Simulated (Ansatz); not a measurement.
`F[Si]Br`. Charge 0, multiplicity 1. Correlated methods include outer-core shells of Br, which these sets cover unevenly. Scalar relativity is left out up to krypton.

Z-matrix (Å, degrees):
```
Si
F 1 1.603
Br 1 2.255 2 100.7
```

Give the diagnostics of a CCSD(T)/def2-TZVPP run (frozen core, Ansatz). (Estimate.)

Computed: T1 = 0.0119, largest single amplitude 0.030, largest double 0.082, (T) share of the correlation energy 3.4 %, 10 CCSD cycles. The RHF solution is unstable towards an unrestricted one. T1 lies under the customary mark of 0.02 for closed shells.
